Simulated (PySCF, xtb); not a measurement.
CrF₄, SMILES [F][Cr]([F])([F])[F] (connectivity only; charge and spin as stated), neutral, multiplicity 3.

Harmonic wavenumbers (cm⁻¹) from GFN2-xTB in xtb 6.7.1 at its own minimum, in rising order: 41, 91, 125, 144, 215, 477, 506, 529, 596.

What does PBE-D3(BJ)/def2-SVP run with PySCF give at its own minimum? (The exact figures need the calculation; the answer reports its results.)

185, 185, 185, 190, 190, 701, 778, 778, 778. Paired by order, the mean absolute difference is 144 cm⁻¹ and the zero-point energies are 3.9 and 5.7 kcal/mol.
